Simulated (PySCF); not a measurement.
Precursor series Hf F-OH. Isolated molecules, 0 K electronic values unless said otherwise. One relaxed conformer stands for each flexible species; it need not be the lowest.

These are PBE-D3(BJ)/def2-TZVP // BP86-D3(BJ)/def2-SVP in PySCF 2.14.0 values and carry that method's errors. All candidates: neutral, multiplicity 1. 

```yaml
HOMO: -6.71 eV
HOMO–LUMO gap: 6.09 eV
LUMO: -0.62 eV
```

Question: Which member has these values?
A. [Hf(F)2(OH)2]
B. [Hf(F)4]
C. [Hf(F)(OH)3]
D. [Hf(OH)4]

Answer: D, [Hf(OH)4]. The others give [Hf(F)2(OH)2]: -7.79 eV, 6.69 eV, -1.10 eV; [Hf(F)(OH)3]: -7.15 eV, 6.29 eV, -0.85 eV; [Hf(F)4]: -10.09 eV, 8.37 eV, -1.72 eV
